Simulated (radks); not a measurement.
Results of a calculation; reference values are marked as such.
The nuclear charge of neutral platinum is varied continuously with 78 electrons held in [Xe] 4f14 5d9 6s1. Code: a radial shooting solver on a logarithmic mesh with Libxc functionals. Model: scalar-relativistic Kohn-Sham, PBE, spin-unpolarised, spherical densities, finite nucleus; Fermi nuclear charge, rms radius 5.427 fm. By the Hellmann-Feynman theorem dE/dZ = E(electron-nucleus)/Z, the electronic potential at the nucleus (averaged over a nucleus of fixed radius). The scalar-relativistic energy here is not variational (the density holds large components alone), so the two differ by a part that grows with Z.

Z,E (hartree),E(electron-nucleus)/Z (hartree),HOMO,e(HOMO) (eV),<r> HOMO (bohr)
77.75,-18262.1741,-583.472,5d,-3.722,1.755
78,-18409.6796,-586.400,6s,-5.654,2.934
78.25,-18557.9330,-589.328,6s,-7.641,2.827
78.5,-18706.9346,-592.259,6s,-9.757,2.732
78.75,-18856.6854,-595.193,6s,-11.993,2.648
79,-19007.1863,-598.129,6s,-14.340,2.571

The central difference of E at Z = 78 is -591.518 hartree, to compare with the third column; the second derivative is -12 hartree.
